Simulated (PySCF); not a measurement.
**Which element holds O most strongly?**

r²SCAN in PySCF with aug-pcseg-1 on every atom, for the lowest determinant that a PBE0 search found; no spin–orbit coupling. D0 is De less the harmonic zero-point energy.

```
 M  state (unpaired electrons)  Re (Å)  ωe (cm⁻¹)  D0(MO) (eV)
 C      singlet (closed shell)   1.134       2196        10.91
 P               doublet (π ↑)   1.504       1207         5.75
 B               doublet (σ ↑)   1.210       1899         8.59
Ga               doublet (σ ↑)   1.716        743         4.37
As               doublet (π ↑)   1.652        954         4.64
```

**Question.** Order the elements by D0 and give the energy of PO + Ga → GaO + P.

**Answer.** C > B > P > As > Ga; ΔE = 5.75 − 4.37 = +1.38 eV at r²SCAN/aug-pcseg-1. Close neighbours can swap at other levels.

Spin–orbit coupling is left out. States were picked by a PBE0 search and need not be the measured ground states.
